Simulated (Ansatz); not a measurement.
Geometry optimisation, RKS PBE/def2-SVP in Ansatz 0.2.0.

input.yaml

```yaml
crystal:
  periodic: [false, false, false]
  atoms:
    - { symbol: "N", position_ang: [0.3805, -2.057, -0.4007] }
    - { symbol: B, position_ang: [0.2084, -0.6784, 0.301] }
    - { symbol: Cl, position_ang: [0.5926, -0.5816, 2.088] }
    - { symbol: O, position_ang: [-0.1599, 0.5364, -0.4645] }
    - { symbol: C, position_ang: [-0.369, 1.7803, 0.097] }
    - { symbol: S, position_ang: [-0.8665, 3.0579, -0.8054] }
    - { symbol: H, position_ang: [-0.5775, -2.2212, -0.8205] }
    - { symbol: H, position_ang: [1.032, -1.8573, -1.2159] }
    - { symbol: H, position_ang: [-0.1521, 1.9746, 1.204] }
basis:
  gaussian: { orbitals: def2-SVP }
hamiltonian:
  xc: pbe
relax:
  f_tol: 0.015
  max_steps: 40
output:
  orbitals: {}
```

Command:

```bash
$ ansatz run input.yaml --threads 2 --pin off --max-ram 3072MiB --backend cpu --events-out ev --progress --plain --runs-dir out
```

Where does it end, and by what steps?

It converged. After 14 steps the energy has fallen by 1.373 eV; H7 moved furthest, 1.29 Å.

```json
{"step": "0", "energy less start (eV)": "0.0000", "largest force component (eV/Å)": "2.815", "accepted": "yes"}
{"step": "1", "energy less start (eV)": "-0.3277", "largest force component (eV/Å)": "1.446", "accepted": "yes"}
{"step": "2", "energy less start (eV)": "-0.4577", "largest force component (eV/Å)": "0.957", "accepted": "yes"}
{"step": "3", "energy less start (eV)": "-0.5933", "largest force component (eV/Å)": "0.384", "accepted": "yes"}
{"step": "4", "energy less start (eV)": "-0.6972", "largest force component (eV/Å)": "1.563", "accepted": "yes"}
{"step": "5", "energy less start (eV)": "-0.9182", "largest force component (eV/Å)": "1.095", "accepted": "yes"}
{"step": "6", "energy less start (eV)": "-1.1244", "largest force component (eV/Å)": "1.130", "accepted": "yes"}
{"step": "7", "energy less start (eV)": "-1.2214", "largest force component (eV/Å)": "1.369", "accepted": "yes"}
{"step": "8", "energy less start (eV)": "-1.3438", "largest force component (eV/Å)": "0.408", "accepted": "yes"}
{"step": "9", "energy less start (eV)": "-1.3432", "largest force component (eV/Å)": "0.487", "accepted": "no"}
{"step": "10", "energy less start (eV)": "-1.3513", "largest force component (eV/Å)": "0.141", "accepted": "yes"}
{"step": "11", "energy less start (eV)": "-1.3688", "largest force component (eV/Å)": "0.159", "accepted": "yes"}
{"step": "12", "energy less start (eV)": "-1.3722", "largest force component (eV/Å)": "0.072", "accepted": "yes"}
{"step": "13", "energy less start (eV)": "-1.3731", "largest force component (eV/Å)": "0.026", "accepted": "yes"}
{"step": "14", "energy less start (eV)": "-1.3732", "largest force component (eV/Å)": "0.003", "accepted": "yes"}
```

```xyz
9
Properties=species:S:1:pos:R:3
N 0.274 -1.757 -0.556
B 0.102 -0.604 0.215
Cl 0.132 -0.685 1.997
O -0.093 0.603 -0.465
C -0.269 1.820 0.091
S -0.494 3.178 -0.775
H 0.422 -2.679 -0.151
H 0.260 -1.724 -1.576
H -0.245 1.801 1.202
```

Time of the run: 39 s on 2 threads of Arm Neoverse V2, with other jobs on the host, peak memory 0.21 GiB.
